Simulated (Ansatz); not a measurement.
Relaxation of C3H8FNSSi (15 atoms, charge 0, multiplicity 1), to a largest force component of 0.02 eV/Å in at most 40 steps.

These are results of RKS PBE-D4/STO-3G (Ansatz), not measurements.

```xyz
15
Properties=species:S:1:pos:R:3
N -2.386 0.783 -0.460
C -1.830 -0.166 0.384
F -1.843 0.378 1.615
C -0.374 -0.470 -0.105
C 0.683 -0.298 0.586
Si 2.385 -0.633 0.047
S 3.081 1.050 -1.067
H -3.299 1.067 -0.063
H -1.885 1.697 -0.307
H -2.431 -1.071 0.440
H -0.417 -0.895 -1.087
H 0.649 0.132 1.623
H 3.231 -0.834 1.194
H 2.370 -1.823 -0.824
H 2.043 1.032 -1.946
```

Q: Where does it end, and by what steps?

A: The forces met the threshold. Limits of this set-up: minimal basis. After 20 steps the energy has fallen by 1.174 eV; H15 moved furthest, 0.59 Å.

```
step  energy less start (eV)  largest force component (eV/Å)  accepted
   0                  0.0000                           5.060       yes
   1                 -0.9780                           1.549       yes
   2                 -1.0916                           0.633       yes
   3                 -0.9711                           2.497        no
   4                 -1.1559                           0.249       yes
   5                 -1.1565                           0.325       yes
   6                 -1.1620                           0.073       yes
   7                 -1.1633                           0.050       yes
   8                 -1.1653                           0.089       yes
   9                 -1.1663                           0.085       yes
  10                 -1.1680                           0.098       yes
  11                 -1.1689                           0.084       yes
  12                 -1.1703                           0.064       yes
  13                 -1.1717                           0.067       yes
  14                 -1.1723                           0.121       yes
  15                 -1.1730                           0.120       yes
  16                 -1.1736                           0.084       yes
  17                 -1.1740                           0.052       yes
  18                 -1.1742                           0.026       yes
  19                 -1.1743                           0.028       yes
  20                 -1.1743                           0.013       yes
```

```xyz
15
Properties=species:S:1:pos:R:3
N -2.591 0.650 -0.561
C -1.854 -0.147 0.532
F -1.709 0.568 1.745
C -0.462 -0.564 -0.033
C 0.692 -0.207 0.562
Si 2.394 -0.635 -0.073
S 3.441 1.080 -0.795
H -3.474 0.993 -0.055
H -2.025 1.561 -0.621
H -2.486 -1.070 0.706
H -0.502 -1.170 -0.958
H 0.588 0.404 1.480
H 3.201 -1.183 1.008
H 2.231 -1.646 -1.115
H 2.532 1.317 -1.792
```

Run time: 46 s on 1 thread of Intel(R) Xeon(R) 6975P-C (Granite Rapids), on a shared host, peak memory 0.19 GiB.
